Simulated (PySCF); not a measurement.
C₆H₁₈BN₃.
Geometry (PBE0-D3(BJ)/def2-SVP, Å), atoms numbered from 1 in this order:
```
atom  x, y, z in Å
C1     2.6385   -0.1060   -0.9979
N2     1.4412   -0.8165   -0.6434
C3     1.6563   -2.2034   -0.3371
B4     0.1431   -0.1937   -0.5963
N5    -1.0336   -0.9503   -0.9403
C6    -1.0367   -1.9833   -1.9387
C7    -2.3127   -0.7322   -0.3236
N8     0.0220    1.1872   -0.2040
C9     0.8873    1.8047    0.7622
C10   -0.9752    2.0695   -0.7430
H11    3.1501   -0.5873   -1.8545
H12    2.3970    0.9238   -1.2917
H13    3.3748   -0.0635   -0.1700
H14    2.0362   -2.7818   -1.2034
H15    2.3995   -2.3229    0.4757
H16    0.7204   -2.6686   -0.0015
H17   -1.2811   -2.9820   -1.5238
H18   -0.0536   -2.0473   -2.4231
H19   -1.7854   -1.7747   -2.7282
H20   -3.0807   -0.3749   -1.0390
H21   -2.7049   -1.6665    0.1238
H22   -2.2259    0.0100    0.4807
H23    1.5711    1.0605    1.1910
H24    0.3060    2.2446    1.5963
H25    1.4979    2.6245    0.3325
H26   -1.5492    1.5602   -1.5281
H27   -1.6892    2.4325    0.0238
H28   -0.5116    2.9676   -1.1964
```

Jobs on this species (28 atoms, 80 electrons) with PySCF (density fitting). Hardware of each: an x86-64 server with one thread, no GPU (shared host). Times come from a shared host and carry two figures at best.

| level and settings | work | basis functions | SCF cycles | wall time |
| --- | --- | --- | --- | --- |
| PBE0/pcSseg-1 | shieldings, charges and field gradients | 260 | ? | ? |
| mPW1PW91/pcSseg-1 | shieldings | 260 | 12 | 43 s |
| PBE0-D3(BJ)/def2-SVP, grid level 1 | geometry optimisation from a GFN2-xTB start | 230 | 24 | 80 s |

**Question.** Fill in the missing figures.

**Answer.** 
- PBE0/pcSseg-1; shieldings, charges and field gradients: 46 s, 12 SCF cycles

**Question.** What do all jobs in the table cost together?

**Answer.** About 2.8 min; the longest takes about 47 % of that, and about 1.9 times as long as the shortest.
